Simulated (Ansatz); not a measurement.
Consider the ligand exchange at a Ge–S bond: `OC[S][GeH3]` + `F[SiH](F)S` → `F[SiH](F)[S][GeH3]` + `OCS`.

Computed with Ansatz on PBE0-D4/def2-TZVP structures; ΔE is electronic, products minus reactants. CBS: MP2 limit from def2 TZ/QZ plus the TZ coupled-cluster correction, frozen cores. Functionals use def2-TZVPP. For Ge outer-core shells are correlated without core-valence functions, which leaves a few kJ/mol of doubt a bond. Scalar relativity is left out up to krypton. One conformer a species, not always the lowest.

`OC[S][GeH3]`:

```xyz
10

O    -1.768    0.655    0.949
C    -0.861   -0.388    1.112
S     0.901    0.112    1.116
Ge    1.281    0.127   -1.066
H    -1.618    1.072    0.096
H    -1.039   -0.808    2.102
H    -0.996   -1.182    0.369
H     2.714    0.627   -1.265
H     0.287    1.075   -1.769
H     1.098   -1.289   -1.642
```

`F[SiH](F)S`:

Z-matrix (Å, degrees):
```
Si
F 1 1.585
S 1 2.104 2 111.3
F 1 1.585 2 105.3 3 120.8
H 1 1.470 2 109.7 3 -121.2
H 3 1.346 1 93.3 2 58.6
```

`F[SiH](F)[S][GeH3]`:

Cartesian coordinates in Å:
```
F 1.149 -1.985 -0.314
Si -0.371 -1.590 -0.084
F -0.497 -1.331 1.479
S -0.909 0.114 -1.171
Ge 0.280 1.636 -0.024
H -1.217 -2.732 -0.463
H 1.599 1.003 0.429
H 0.516 2.771 -1.025
H -0.551 2.113 1.172
```

`OCS`:

Z-matrix (Å, degrees):
```
C
S 1 1.793
O 1 1.405 2 110.6
H 1 1.095 2 109.2 3 123.4
H 1 1.097 2 104.5 3 -120.8
H 2 1.343 1 96.4 3 -70.0
H 3 0.962 1 108.1 2 177.5
```

```tsv
level	ΔE (kJ/mol)
ωB97M-V	-5.1
MP2/CBS(def2)	-4.6
```

Question: What does CCSD(T)/CBS give? (Best estimate.)

Answer: Computed: -3.8 kJ/mol. The listed levels differ from it by -1.3, -0.8 kJ/mol.

Largest T1 diagnostic among the species: 0.012.

In def2-TZVPP, CCSD(T) changes the Hartree–Fock value by +4.7 kJ/mol (the triples alone add +1.2 kJ/mol) and MP2 by +3.9 kJ/mol.
